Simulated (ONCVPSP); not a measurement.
# Building the ONCV potential for Si (PBEsol, scalar-relativistic).

ONCVPSP 4.0.1 was run on this input:

```
# ATOM AND REFERENCE CONFIGURATION
# atsym  z   nc   nv     iexc    psfile
  Si 14.00    3    2  -116133      upf
#
#   n    l    f
    1    0    2.00
    2    0    2.00
    2    1    6.00
    3    0    1.75
    3    1    2.25
#
# PSEUDOPOTENTIAL AND OPTIMIZATION
# lmax
    1
#
#   l,   rc,      ep,       ncon, nbas, qcut
    0    1.70    0.00    4    7    4.70
    1    1.45    0.00    4    8    5.60
#
# LOCAL POTENTIAL
# lloc, lpopt,  rc(5),   dvloc0
    4    1    1.00    4.00
#
# VANDERBILT-KLEINMAN-BYLANDER PROJECTORs
# l, nproj, debl
    0    1    0.30
    1    2    3.80
#
# MODEL CORE CHARGE
# icmod, fcfact, rcfact
    0    0.00    0.00
#
# LOG DERIVATIVE ANALYSIS
# epsh1, epsh2, depsh
   -2.00    5.00    0.02
#
# OUTPUT GRID
# rlmax, drl
    6.00    0.01
#
# TEST CONFIGURATIONS
# ncnf
    4
# nvcnf
#   n    l    f
    2
    3    0    2.00
    3    1    2.00
#
    2
    3    0    2.00
    3    1    1.00
#
    2
    3    0    2.00
    3    1    0.00
#
    2
    3    0    1.00
    3    1    3.00
#
```

Command:

```bash
oncvpsp.x < Si.dat > Si.out
```

The program printed (shortened: citation, most of the input echo, consistency checks and plot data are left out):

```
ONCVPSP  (Optimized Norm-Conservinng Vanderbilt PSeudopotential)
scalar-relativistic version 4.0.1

#   n    l    f        energy (Ha)
    1    0    2.00    -6.5515635E+01
    2    0    2.00    -5.1285122E+00
    2    1    6.00    -3.5223420E+00
    3    0    1.75    -4.0294526E-01
    3    1    2.25    -1.5474967E-01

Reference configufation results
  iterations    26
  all-electron total energy (Ha)   -2.89236734D+02

Begin loop to  construct optimized pseudo wave functions
and semi-local pseudopoentials for all angular momenta

Calculating optimized projector #   1

 for l=   0

    Fraction of norm inside rc  0.320112
    Optimizing pswf for qcut=   4.69 a_B^-1,  ecut=  11.01 Ha
    Residual kinetic energy error=  5.58D-05 Ha

    Energy error per electron        Cutoff
         Ha          eV             Ha
         0.01000     0.27211        5.49
         0.00100     0.02721        8.23
         0.00010     0.00272       10.67
         0.00001     0.00027       18.39

   Wellstate for l =  1  n =  5
     eigenvalue =   3.6453
     asymptotic potential =   4.1453
     half-point radius =  2.9790

Calculating optimized projector #   1

 for l=   1

    Fraction of norm inside rc  0.099406
    Optimizing pswf for qcut=   5.60 a_B^-1,  ecut=  15.68 Ha
    Residual kinetic energy error=  7.38D-04 Ha

    Energy error per electron        Cutoff
         Ha          eV             Ha
         0.01000     0.27211        2.22
         0.00100     0.02721       13.54
         0.00010     0.00272       85.16
         0.00001     0.00027      102.43

Calculating optimized projector #   2

 for l=   1

    Fraction of norm inside rc  0.117862
    Optimizing pswf for qcut=   5.60 a_B^-1,  ecut=  15.68 Ha
    Residual kinetic energy error=  7.83D-02 Ha

    Energy error per electron        Cutoff
         Ha          eV             Ha
         0.01000     0.27211       98.68
         0.00100     0.02721      129.16
         0.00010     0.00272      164.72
         0.00001     0.00027      244.33

Construct Vanderbilt / Kleinmman-Bylander projectors

B matrix Hermiticity error, ll=   1
   1   2   -1.3256E-04

  Orthonormal projector coefficients  3.4202E+01  1.7309E+00

Pseudoatom total energy   -3.672632

Diagnostic tests using Vanderbilt-Kleinman-Bylander pseudopotentials
  1 or more projectors used as specified by nproj input data

   l    rcore       rmatch      e in        delta e   norm test  slope test

   0   1.7053175   1.7570946  -0.4029453  -0.0000018   1.0000004   0.9999012

   1   1.4509745   1.4950292  -0.1547497   0.0000037   1.0000263   1.0000211
   1   1.4509745   1.4950292   3.6452503   0.0000033   1.0002401   1.0002401

 Testing for bound ghosts
   n   l    E NL Schr. Eq   E Basis Diag.   E Cutoff

   1   0       -0.402947       -0.395092     42.89

   2   1       -0.154746       -0.084087    142.29

 Testing for highly-localized positive-energy ghosts
       l    <radius>/rc     E Basis Diag.   E Cutoff

       1        0.838974      135.686214    142.29  WARNING - GHOST(+)

Test configuration 0

   n   l     f        eae           eps        diff
   1   0  2.0000  -65.51563465
   2   0  2.0000   -5.12851224
   2   1  6.0000   -3.52234203
   3   0  1.7500   -0.40294526   -0.40294703   -1.77D-06
   3   1  2.2500   -0.15474967   -0.15474601    3.66D-06

    Total energies and differences
      AE_ref= -2.89236734D+02  AE_tst= -2.89236734D+02  dif=  0.00D+00
      PS_ref= -3.67263245D+00  PS_tst= -3.67263245D+00  dif=  8.88D-16
      PSP excitation error= -8.88D-16

Test configuration 1

   n   l     f        eae           eps        diff
   1   0  2.0000  -65.49952994
   2   0  2.0000   -5.11285586
   2   1  6.0000   -3.50679635
   3   0  2.0000   -0.39574212   -0.39584155   -9.94D-05
   3   1  2.0000   -0.14909905   -0.14911589   -1.68D-05

    Total energies and differences
      AE_ref= -2.89236734D+02  AE_tst= -2.89298588D+02  dif= -6.19D-02
      PS_ref= -3.67263245D+00  PS_tst= -3.73449954D+00  dif= -6.19D-02
      PSP excitation error=  1.25D-05

Test configuration 2

   n   l     f        eae           eps        diff
   1   0  2.0000  -65.85509005
   2   0  2.0000   -5.46168358
   2   1  6.0000   -3.85617563
   3   0  2.0000   -0.69776342   -0.69765158    1.12D-04
   3   1  1.0000   -0.42727566   -0.42723388    4.18D-05

    Total energies and differences
      AE_ref= -2.89236734D+02  AE_tst= -2.89015148D+02  dif=  2.22D-01
      PS_ref= -3.67263245D+00  PS_tst= -3.45103882D+00  dif=  2.22D-01
      PSP excitation error= -7.78D-06

Test configuration 3

   n   l     f        eae           eps        diff
   1   0  2.0000  -66.30401442
   2   0  2.0000   -5.89530211
   2   1  6.0000   -4.29091652
   3   0  2.0000   -1.04697095   -1.04603887    9.32D-04

    Total energies and differences
      AE_ref= -2.89236734D+02  AE_tst= -2.88428498D+02  dif=  8.08D-01
      PS_ref= -3.67263245D+00  PS_tst= -2.86460523D+00  dif=  8.08D-01
      PSP excitation error=  2.09D-04

Test configuration 4

   n   l     f        eae           eps        diff
   1   0  2.0000  -65.56205181
   2   0  2.0000   -5.17372984
   2   1  6.0000   -3.56720371
   3   0  1.0000   -0.42323957   -0.42292666    3.13D-04
   3   1  3.0000   -0.17070856   -0.17063119    7.74D-05

    Total energies and differences
      AE_ref= -2.89236734D+02  AE_tst= -2.89048937D+02  dif=  1.88D-01
      PS_ref= -3.67263245D+00  PS_tst= -3.48491708D+00  dif=  1.88D-01
      PSP excitation error=  8.13D-05
```

The run took about 3.3 s on one core of a shared server CPU.
